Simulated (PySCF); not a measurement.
Compound: C₈H₈FOP.
SMILES with atom numbers: `[CH3:1][O:2]/[CH:3]=[P:4]/[c:5]1[cH:6][cH:7][c:8]([F:9])[cH:10][cH:11]1`

Definitions: NICS(0) = −σiso at the ring centroid; NICS(1) = −σiso and NICS(1)zz = −σzz at ±1 Å along the ring normal z. Level: GIAO PBE0/pcSseg-1 (PySCF, non-relativistic, gas phase) on the GFN2-xTB geometry, one conformer.

Ring bond lengths (Å), with Mayer bond orders in brackets: C5–C6 1.397 (1.41), C6–C7 1.380 (1.43), C7–C8 1.383 (1.42), C8–C10 1.383 (1.41), C10–C11 1.382 (1.46), C11–C5 1.393 (1.35).

Task: Give the NICS values of each ring in ppm.

Result: 
```tsv
ring	type	NICS(0)	NICS(1), two faces	NICS(1)zz, two faces	rms pucker (Å)	centre to ring atoms, mean (Å)
C5–C6–C7–C8–C10–C11	6-membered carbocycle; formal bonds all aromatic	-9.0	-10.7 / -10.7	-25.5 / -25.6	0.00	1.39
```

Task: What do they say, and how far can they be read as aromaticity?

Result: 
- C5–C6–C7–C8–C10–C11: mean NICS(1)zz -25.6 ppm, shielded. For a flat ring without four-coordinate atoms the NICS criterion counts such a value as aromatic.

Task: How equal are the bonds by HOMA? HOMA = 1 − mean of α(R − Ropt)² over the ring bonds, with Krygowski's 1993 parameters (CC: Ropt 1.388 Å, α 257.7 Å⁻²).

Result: 
- C5–C6–C7–C8–C10–C11: HOMA 0.99 = 1 − EN − GEO, with mean bond length 1.386 Å, EN = α(Ropt − mean)² = 0.001 and GEO = α × variance = 0.010. The geometric and the magnetic index point the same way.

Task: Give the inner angles of the rings and the Hirshfeld charges of the ring atoms.

Result: 
- C5–C6–C7–C8–C10–C11: C5 118.6° (-0.062 e), C6 121.5° (-0.047 e), C7 118.4° (-0.064 e), C8 121.7° (+0.090 e), C10 119.2° (-0.064 e), C11 120.7° (-0.045 e); sum 720.0° against 720° for a flat convex ring.

Cost: about 2 min of CPU time on one thread; the machine was shared, so the figure is rough. This is the whole shielding run at PBE0/pcSseg-1, SCF included.

The values belong to the conformer `[CH3:1][O:2]/[CH:3]=[P:4]/[c:5]1[cH:6][cH:7][c:8]([F:9])[cH:10][cH:11]1`: C1–O2–C3–P4 0°, C3–P4–C5–C6 177°.
